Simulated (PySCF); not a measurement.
C5H7OSi (charge +1).
Atom-mapped SMILES: `[SiH3:1][c:2]1[cH:3][cH:4][o+:5][cH:6][cH:7]1` (hydrogens: H8, H9, H10 on Si1; H11 on C3; H12 on C4; H13 on C6; H14 on C7)

Level of theory: PySCF 2.14.0, PBE0-D3(BJ)/def2-SVP geometry optimisation, gas phase.

List the bond lengths and angles at this level.

```json
{"bond": "Si1–C2", "length (Å)": "1.923", "order": "single"}
{"bond": "C2–C3, C2–C7", "length (Å)": "1.409", "order": "aromatic"}
{"bond": "C3–C4, C6–C7", "length (Å)": "1.374", "order": "aromatic"}
{"bond": "C4–O5, O5–C6", "length (Å)": "1.319", "order": "aromatic"}
{"bond": "Si1–H8, Si1–H9, Si1–H10", "length (Å)": "1.486", "order": "single"}
{"bond": "C3–H11, C7–H14", "length (Å)": "1.093", "order": "single"}
{"bond": "C4–H12, C6–H13", "length (Å)": "1.092", "order": "single"}
```

Bonds in one row agree within 0.01 Å and their mean is given. Orders are formal, as drawn. A selection of angles:
```json
{"angle": "C2–Si1–H8", "degrees": "105.3"}
{"angle": "C2–Si1–H10", "degrees": "106.6"}
{"angle": "H8–Si1–H9", "degrees": "111.7"}
{"angle": "H8–Si1–H10", "degrees": "112.8"}
{"angle": "Si1–C2–C3", "degrees": "121.9"}
{"angle": "C3–C2–C7", "degrees": "116.9"}
{"angle": "C2–C3–C4", "degrees": "119.6"}
{"angle": "C2–C3–H11", "degrees": "121.9"}
{"angle": "C4–C3–H11", "degrees": "118.5"}
{"angle": "C3–C4–O5", "degrees": "120.9"}
{"angle": "C3–C4–H12", "degrees": "126.2"}
{"angle": "O5–C4–H12", "degrees": "112.9"}
{"angle": "C4–O5–C6", "degrees": "122.0"}
```

C2 (substituted aromatic carbon) is planar (angles 121.9°, 121.2° and 116.9°, sum 360.0°, 0.01 Å off the plane of its three neighbours). Si1 (SiH3 silicon) is distorted tetrahedral (angles from 105.3° to 113.6°). The 7 heavy atoms lie in one plane (0.005 Å rms). C4 (aromatic CH next to a ring oxygen) is planar (angles 126.2°, 120.9° and 112.9°, sum 360.0°, 0.00 Å off the plane of its three neighbours). C3 (aromatic CH carbon) is planar (angles 121.9°, 119.6° and 118.5°, sum 360.0°, 0.00 Å off the plane of its three neighbours). The 6-membered ring C2–C3–C4–O5–C6–C7 has internal angles of 116.9° to 122.0° (sum 720°, against 720° for a flat polygon); it is planar, 0.00 Å rms from its mean plane, widest ring torsion 0°. The C–C distances run from 1.373 Å (C6–C7, aromatic) to 1.409 Å (C2–C7, aromatic), a spread of 0.036 Å.

Stationary, but not proved a minimum.
